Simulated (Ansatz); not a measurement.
Frontier orbitals of C2H3FSi (`FC1=C[SiH2]1`).

Charge 0, multiplicity 1. All single points use the PBE0-D4/def2-TZVP geometry. Basis def2-TZVPP, Ansatz 0.2.0.

```csv
functional,HOMO (eV),LUMO (eV),gap (eV)
LDA (SPW92),-7.02,-1.39,5.63
PBE,-6.87,-1.20,5.67
r2SCAN,-7.11,-0.90,6.21
PBE0,-8.07,-0.36,7.71
r2SCAN0,-8.22,-0.18,8.04
HSE06 (plane-wave form),-7.67,-0.74,6.93
LC-ωPBE,-10.74,1.79,12.53
ωB97M-V,-10.25,1.39,11.64
```

What is the vertical ionisation energy at frozen-core CCSD(T)/CBS(def2)? (Estimate.)

The calculation gave: 10.64 eV (T1 of the cation 0.029).

Against PBE, PBE0 changes HOMO and LUMO by −1.19 and +0.84 eV, ωB97M-V by −3.37 and +2.60 eV. A gap of 5.67 eV thus becomes 11.64 eV for the same molecule, so an orbital gap means little without its functional. A positive LUMO is unbound and depends on the basis. −ε(HOMO) differs from that ionisation energy by −3.77 eV with PBE and −0.40 eV with ωB97M-V.

LC-ωPBE has ω = 0.4 bohr⁻¹.
